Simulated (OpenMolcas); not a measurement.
## Computed transition rates of Pb I

```json
{
  "Program": "OpenMolcas 26.06",
  "Method": "SS-RASPT2, IPEA 0.25 Eh, imaginary shift 0.1 Eh (closed shells correlated: 5d)",
  "Basis": "ANO-RCC-VTZP [8s7p5d3f2g]",
  "Scalar Hamiltonian": "DKH2, point nucleus",
  "Active space": "4 electrons in 9 orbitals (RAS2 6s 6p; RAS3 6d, at most 2 electrons)",
  "State averaging": "2S+1 = 3 even, 3 roots; 2S+1 = 1 even, 6 roots; 2S+1 = 5 odd, 1 root; 2S+1 = 3 odd, 5 roots; 2S+1 = 1 odd, 5 roots (0 in the spin-orbit step)",
  "Spin-orbit coupling": "state interaction with AMFI integrals over the reference wave functions, term energies averaged over their components"
}
```

Rates come from the transition moments of the reference wave functions (E1 and E2 in the length form). At fixed line strength A goes as λ^-3 for E1 and M1 and as λ^-5 for E2, so a rate at the computed wavelength can be rescaled to the measured one. Measured vacuum wavelengths follow from level energies in NIST Handbook of Basic Atomic Spectroscopic Data. Branching counts decays inside the model space alone, at computed energies, and the table is only a selection of the E2 and M1 lines, drawn from those between levels with measured partners whose computed energy lies within a factor of 1.5 of the measured one.

| Upper | Lower | Type | λ computed (nm) | λ measured (nm) | A computed (s-1) | A rescaled (s-1) | Branching % |
| --- | --- | --- | --- | --- | --- | --- | --- |
| 6s² 6p² ¹S₀ | 6s² 6p² ³P₁ | M1 | 473 | 461.9 | 6.31e+01 |  | 84.4 |
| 6s² 6p² ¹S₀ | 6s² 6p² ³P₂ [63 %] | E2 | 553.1 | 531.4 | 1.07e+01 |  | 14.3 |
| 6s² 6p² ¹D₂ [63 %] | 6s² 6p² ³P₁ | M1 | 797.1 | 733.2 | 9.80e+00 |  | 52.8 |
| 6s² 6p² ¹D₂ [63 %] | 6s² 6p² ³P₂ [63 %] | M1 | 1055 | 925.3 | 8.04e+00 |  | 43.4 |
| 6s² 6p² ³P₁ | 6s² 6p² ³P₀ | M1 | 1492 | 1279 | 4.76e+00 | 7.56e+00 | 100.0 |
| 6s² 6p² ¹S₀ | 6s² 6p² ¹D₂ [63 %] | E2 | 1163 | 1249 | 9.74e-01 | 6.82e-01 | 1.3 |
| 6s² 6p² ¹D₂ [63 %] | 6s² 6p² ³P₂ [63 %] | E2 | 1055 | 925.3 | 3.83e-01 |  | 2.1 |
| 6s² 6p² ¹D₂ [63 %] | 6s² 6p² ³P₁ | E2 | 797.1 | 733.2 | 3.22e-01 |  | 1.7 |
| 6s² 6p² ³P₂ [63 %] | 6s² 6p² ³P₁ | M1 | 3265 | 3532 | 2.47e-01 | 1.95e-01 | 60.4 |
| 6s² 6p² ³P₂ [63 %] | 6s² 6p² ³P₀ | E2 | 1024 | 938.9 | 1.61e-01 | 2.48e-01 | 39.5 |

Spin-changing lines and M1 lines between different terms are not rescaled, since their strength hangs on the term gaps too.

The largest correction is for 6s² 6p² ³P₁ → 6s² 6p² ³P₀ (M1): 4.76e+00 × (1492 / 1279)^3 = 7.56e+00 s-1, a factor of 1.59.

No measured rate stands beside these. Rescaling mends the energy factor alone: line strengths can still be far off where a level mixes with configurations outside the active space, and weak or spin-changing lines hang on small mixing coefficients that depend on the term gaps too, so rescaling need not improve them.

Some high roots are left out of the spin-orbit mixing, which shifts the levels that they would mix with. Active for correlation alone: 6d; no level in the range computed is led by a configuration that fills it, so any true level of that kind is missing. Spin-orbit splittings of 6p shells tend to come out small when the coupling is added on scalar orbitals. Measured partners are found by configuration, term and J. A level has none where our copy of the source lacks it or the pairing is in doubt (some pairs that miss far off the trend of their configuration count as doubtful). Where the source uses jj or jK labels, the order within each J decides. Only configurations of the active space appear.

A share in square brackets marks a mixed level and gives the weight of the term that names it.
